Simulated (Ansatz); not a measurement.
Ansatz (a quantum-chemistry and plane-wave program) job for Y(OH)3 (H₃O₃Y), SMILES [OH][Y]([OH])[OH], PBE0-D3(BJ)/def2-SVP. 

Ansatz 0.2 input:
```yaml
crystal:
  periodic: [false, false, false]
  atoms:
    - {symbol: Y, position_ang: [0.00000000, -0.00000000, 0.29895826]}
    - {symbol: O, position_ang: [-0.06148579, -1.83182972, -0.40603410]}
    - {symbol: H, position_ang: [-0.94534831, -2.15236603, -0.63818451]}
    - {symbol: O, position_ang: [-1.55566818, 0.96916311, -0.40603410]}
    - {symbol: H, position_ang: [-1.39132952, 1.89487867, -0.63818451]}
    - {symbol: O, position_ang: [1.61715397, 0.86266661, -0.40603410]}
    - {symbol: H, position_ang: [2.33667781, 0.25748738, -0.63818451]}
basis:
  gaussian:
    orbitals: def2-SVP
hamiltonian:
  xc: pbe0
  dispersion: d3bj
relax: {f_tol: 0.002, max_steps: 200}
```

It prints:

```
[...]
mean field: 0.30 GiB planned
mean field -7225.72919699 eV, -265.5406502144 hartree, gradient 2.6e-5 eV, S^2 0.000000; 0 other end points of the search recorded, 0 dependent functions left out
the calculation of the forces begins
reference -7225.72925073 eV, -265.5406521890 hartree; 19, 19 occupied and 69, 69 virtual orbitals, 897 factors
relax step   3: F+E_penalty+E_count = -7225.81623132 eV  Δ(F+E_penalty+E_count) = -1.915e-1 eV  max|allowed force component| = 1.007e0 eV/Å  Δτ_max = 0.0828 Å  (25 SCF iters, accepted)
these checks for a lower state are left out or cut short: starts, cluster_reference, orbital_swaps, neighbouring_geometries, increment
integrals: 0.04 GiB planned
897 factors; integrals over basis functions are off by at most 2.7e-4 eV
mean field: 0.30 GiB planned
mean field evaluation 32: about -7225.8668 eV, gradient 6.4e-4 eV
mean field -7225.86679682 eV, -265.5457069148 hartree, gradient 1.4e-5 eV, S^2 0.000000; 0 other end points of the search recorded, 0 dependent functions left out
the calculation of the forces begins
reference -7225.86685121 eV, -265.5457089135 hartree; 19, 19 occupied and 69, 69 virtual orbitals, 897 factors
relax step   4: F+E_penalty+E_count = -7225.95252352 eV  Δ(F+E_penalty+E_count) = -1.363e-1 eV  max|allowed force component| = 5.032e-1 eV/Å  Δτ_max = 0.1150 Å  (26 SCF iters, accepted)
these checks for a lower state are left out or cut short: starts, cluster_reference, orbital_swaps, neighbouring_geometries, increment
integrals: 0.04 GiB planned
897 factors; integrals over basis functions are off by at most 2.6e-4 eV
mean field: 0.30 GiB planned
mean field -7225.97444301 eV, -265.5496628394 hartree, gradient 7.1e-6 eV, S^2 0.000000; 0 other end points of the search recorded, 0 dependent functions left out
the calculation of the forces begins
reference -7225.97449761 eV, -265.5496648456 hartree; 19, 19 occupied and 69, 69 virtual orbitals, 897 factors
relax step   5: F+E_penalty+E_count = -7226.05941921 eV  Δ(F+E_penalty+E_count) = -1.069e-1 eV  max|allowed force component| = 1.971e-1 eV/Å  Δτ_max = 0.1097 Å  (27 SCF iters, accepted)
these checks for a lower state are left out or cut short: starts, cluster_reference, orbital_swaps, neighbouring_geometries, increment
integrals: 0.04 GiB planned
897 factors; integrals over basis functions are off by at most 2.7e-4 eV
mean field: 0.29 GiB planned
mean field -7226.02837005 eV, -265.5516446216 hartree, gradient 2.1e-5 eV, S^2 0.000000; 0 other end points of the search recorded, 0 dependent functions left out
the calculation of the forces begins
reference -7226.02842474 eV, -265.5516466313 hartree; 19, 19 occupied and 69, 69 virtual orbitals, 897 factors
relax step   6: F+E_penalty+E_count = -7226.11259073 eV  Δ(F+E_penalty+E_count) = -5.317e-2 eV  max|allowed force component| = 4.108e-1 eV/Å  Δτ_max = 0.0890 Å  (27 SCF iters, accepted)
these checks for a lower state are left out or cut short: starts, cluster_reference, orbital_swaps, neighbouring_geometries, increment
integrals: 0.04 GiB planned
897 factors; integrals over basis functions are off by at most 3.0e-4 eV
mean field: 0.29 GiB planned
mean field -7226.01248802 eV, -265.5510609676 hartree, gradient 8.3e-6 eV, S^2 0.000000; 0 other end points of the search recorded, 0 dependent functions left out
the calculation of the forces begins
reference -7226.01254209 eV, -265.5510629545 hartree; 19, 19 occupied and 69, 69 virtual orbitals, 897 factors
relax step   7: F+E_penalty+E_count = -7226.09503630 eV  Δ(F+E_penalty+E_count) = +1.755e-2 eV  max|allowed force component| = 1.787e0 eV/Å  Δτ_max = 0.1963 Å  (34 SCF iters, rejected (line search))
these checks for a lower state are left out or cut short: starts, cluster_reference, orbital_swaps, neighbouring_geometries, increment
integrals: 0.04 GiB planned
897 factors; integrals over basis functions are off by at most 2.8e-4 eV
mean field: 0.29 GiB planned
mean field evaluation 64: about -7226.0869 eV, gradient 2.3e-5 eV
mean field -7226.08691296 eV, -265.5537960336 hartree, gradient 2.3e-5 eV, S^2 0.000000; 0 other end points of the search recorded, 0 dependent functions left out
the calculation of the forces begins
reference -7226.08696752 eV, -265.5537980386 hartree; 19, 19 occupied and 69, 69 virtual orbitals, 897 factors
relax step   8: F+E_penalty+E_count = -7226.17022712 eV  Δ(F+E_penalty+E_count) = -5.764e-2 eV  max|allowed force component| = 1.434e-1 eV/Å  Δτ_max = 0.0979 Å  (26 SCF iters, accepted)
these checks for a lower state are left out or cut short: starts, cluster_reference, orbital_swaps, neighbouring_geometries, increment
integrals: 0.04 GiB planned
897 factors; integrals over basis functions are off by at most 3.0e-4 eV
mean field: 0.29 GiB planned
mean field -7226.12365628 eV, -265.5551463256 hartree, gradient 2.2e-5 eV, S^2 0.000000; 0 other end points of the search recorded, 0 dependent functions left out
the calculation of the forces begins
reference -7226.12371057 eV, -265.5551483207 hartree; 19, 19 occupied and 69, 69 virtual orbitals, 897 factors
relax step   9: F+E_penalty+E_count = -7226.20622437 eV  Δ(F+E_penalty+E_count) = -3.600e-2 eV  max|allowed force component| = 4.944e-1 eV/Å  Δτ_max = 0.0976 Å  (26 SCF iters, accepted)
these checks for a lower state are left out or cut short: starts, cluster_reference, orbital_swaps, neighbouring_geometries, increment
integrals: 0.04 GiB planned
897 factors; integrals over basis functions are off by at most 3.1e-4 eV
mean field: 0.29 GiB planned
mean field -7226.15899407 eV, -265.5564449657 hartree, gradient 1.2e-5 eV, S^2 0.000000; 0 other end points of the search recorded, 0 dependent functions left out
the calculation of the forces begins
reference -7226.15904828 eV, -265.5564469579 hartree; 19, 19 occupied and 69, 69 virtual orbitals, 897 factors
relax step  10: F+E_penalty+E_count = -7226.24081634 eV  Δ(F+E_penalty+E_count) = -3.459e-2 eV  max|allowed force component| = 3.456e-1 eV/Å  Δτ_max = 0.1500 Å  (28 SCF iters, accepted)
these checks for a lower state are left out or cut short: starts, cluster_reference, orbital_swaps, neighbouring_geometries, increment
integrals: 0.04 GiB planned
897 factors; integrals over basis functions are off by at most 3.5e-4 eV
mean field: 0.29 GiB planned
mean field -7226.20543177 eV, -265.5581515196 hartree, gradient 8.2e-6 eV, S^2 0.000000; 0 other end points of the search recorded, 0 dependent functions left out
the calculation of the forces begins
reference -7226.20548528 eV, -265.5581534861 hartree; 19, 19 occupied and 69, 69 virtual orbitals, 897 factors
relax step  11: F+E_penalty+E_count = -7226.28679970 eV  Δ(F+E_penalty+E_count) = -4.598e-2 eV  max|allowed force component| = 1.040e-1 eV/Å  Δτ_max = 0.2000 Å  (34 SCF iters, accepted)
these checks for a lower state are left out or cut short: starts, cluster_reference, orbital_swaps, neighbouring_geometries, increment
integrals: 0.04 GiB planned
897 factors; integrals over basis functions are off by at most 3.9e-4 eV
mean field: 0.29 GiB planned
mean field -7226.21268653 eV, -265.5584181273 hartree, gradient 7.2e-6 eV, S^2 0.000000; 0 other end points of the search recorded, 0 dependent functions left out
the calculation of the forces begins
reference -7226.21273980 eV, -265.5584200847 hartree; 19, 19 occupied and 69, 69 virtual orbitals, 897 factors
relax step  12: F+E_penalty+E_count = -7226.29387374 eV  Δ(F+E_penalty+E_count) = -7.074e-3 eV  max|allowed force component| = 8.318e-3 eV/Å  Δτ_max = 0.1231 Å  (29 SCF iters, accepted)
these checks for a lower state are left out or cut short: starts, cluster_reference, orbital_swaps, neighbouring_geometries, increment
integrals: 0.04 GiB planned
897 factors; integrals over basis functions are off by at most 4.0e-4 eV
mean field: 0.29 GiB planned
mean field evaluation 96: about -7226.2133 eV, gradient 2.0e-1 eV
mean field -7226.21337364 eV, -265.5584433778 hartree, gradient 8.3e-6 eV, S^2 0.000000; 0 other end points of the search recorded, 0 dependent functions left out
the calculation of the forces begins
reference -7226.21342688 eV, -265.5584453344 hartree; 19, 19 occupied and 69, 69 virtual orbitals, 897 factors
relax step  13: F+E_penalty+E_count = -7226.29454648 eV  Δ(F+E_penalty+E_count) = -6.727e-4 eV  max|allowed force component| = 4.228e-3 eV/Å  Δτ_max = 0.0391 Å  (29 SCF iters, accepted)
these checks for a lower state are left out or cut short: starts, cluster_reference, orbital_swaps, neighbouring_geometries, increment
integrals: 0.04 GiB planned
897 factors; integrals over basis functions are off by at most 4.1e-4 eV
mean field: 0.29 GiB planned
mean field -7226.21346675 eV, -265.5584467996 hartree, gradient 8.2e-6 eV, S^2 0.000000; 0 other end points of the search recorded, 0 dependent functions left out
the calculation of the forces begins
reference -7226.21351999 eV, -265.5584487562 hartree; 19, 19 occupied and 69, 69 virtual orbitals, 897 factors
relax step  14: F+E_penalty+E_count = -7226.29463256 eV  Δ(F+E_penalty+E_count) = -8.608e-5 eV  max|allowed force component| = 1.137e-2 eV/Å  Δτ_max = 0.0239 Å  (29 SCF iters, accepted)
these checks for a lower state are left out or cut short: starts, cluster_reference, orbital_swaps, neighbouring_geometries, increment
integrals: 0.04 GiB planned
897 factors; integrals over basis functions are off by at most 4.1e-4 eV
mean field: 0.29 GiB planned
mean field -7226.21345870 eV, -265.5584465039 hartree, gradient 8.8e-5 eV, S^2 0.000000; 0 other end points of the search recorded, 0 dependent functions left out
the calculation of the forces begins
reference -7226.21351195 eV, -265.5584484606 hartree; 19, 19 occupied and 69, 69 virtual orbitals, 897 factors
relax step  15: F+E_penalty+E_count = -7226.29463206 eV  Δ(F+E_penalty+E_count) = +5.046e-7 eV  max|allowed force component| = 1.545e-2 eV/Å  Δτ_max = 0.0016 Å  (20 SCF iters, rejected (line search))
these checks for a lower state are left out or cut short: starts, cluster_reference, orbital_swaps, neighbouring_geometries, increment
integrals: 0.04 GiB planned
897 factors; integrals over basis functions are off by at most 4.1e-4 eV
mean field: 0.29 GiB planned
mean field -7226.21346815 eV, -265.5584468510 hartree, gradient 6.6e-5 eV, S^2 0.000000; 0 other end points of the search recorded, 0 dependent functions left out
the calculation of the forces begins
reference -7226.21352139 eV, -265.5584488077 hartree; 19, 19 occupied and 69, 69 virtual orbitals, 897 factors
relax step  16: F+E_penalty+E_count = -7226.29463856 eV  Δ(F+E_penalty+E_count) = -5.994e-6 eV  max|allowed force component| = 8.450e-4 eV/Å  Δτ_max = 0.0008 Å  (19 SCF iters, accepted)
integrals: 0.04 GiB planned
897 factors; integrals over basis functions are off by at most 4.1e-4 eV
mean field: 0.29 GiB planned
mean field evaluation 128: about -7226.2135 eV, gradient 9.0e-4 eV
mean field -7226.21346815 eV, -265.5584468510 hartree, gradient 6.6e-5 eV, S^2 0.000000; 1 other end points of the search recorded, 0 dependent functions left out
the calculation of the forces begins
reference -7226.21352139 eV, -265.5584488077 hartree; 19, 19 occupied and 69, 69 virtual orbitals, 897 factors
Total energy: -7226.29469180 eV, -265.5614317652 hartree
Atom 0 at     0.000086    -0.000194    -0.405754 Å, force    -0.000022     0.000845     0.000117 eV/Å
Atom 1 at    -0.556509    -1.949851    -0.406234 Å, force     0.000458    -0.000353     0.000135 eV/Å
Atom 2 at    -0.817696    -2.868686    -0.405999 Å, force    -0.000188     0.000160    -0.000153 eV/Å
Atom 3 at    -1.410125     1.456583    -0.403374 Å, force    -0.000407    -0.000484     0.000028 eV/Å
Atom 4 at    -2.075349     2.142110    -0.401896 Å, force     0.000176     0.000180    -0.000080 eV/Å
Atom 5 at     1.966685     0.493200    -0.405475 Å, force    -0.000054    -0.000064     0.000048 eV/Å
Atom 6 at     2.892907     0.726838    -0.404966 Å, force     0.000036    -0.000285    -0.000094 eV/Å
Dipole moment:     0.000016    -0.000103    -0.000382 e Å
```

Self-consistency was reached.
